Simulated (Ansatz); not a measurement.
`CNC1=CB1`. Total charge 0; spin multiplicity 1.

Z-matrix (Å, degrees):
```
C
N 1 1.441
H 1 1.095 2 111.8
H 1 1.094 2 111.4 3 121.6
H 1 1.089 2 108.2 3 -119.3
C 2 1.327 1 123.5 3 115.0
H 2 1.007 1 117.7 3 -63.0
B 6 1.483 2 156.9 1 1.6
C 6 1.365 2 142.0 1 -179.0
H 8 1.184 6 151.6 2 -0.5
H 9 1.081 6 139.3 2 0.3
```

(1) Give the diagnostics of a CCSD(T)/def2-TZVPP run (frozen core, Ansatz 0.2.0). (An estimate is asked.)

## Answers

(1) The calculation gave: T1 = 0.0116, largest single amplitude 0.024, largest double 0.036, (T) share of the correlation energy 4.4 %, 9 CCSD cycles. The RHF solution is stable towards an unrestricted one. T1 lies under the customary mark of 0.02 for closed shells.
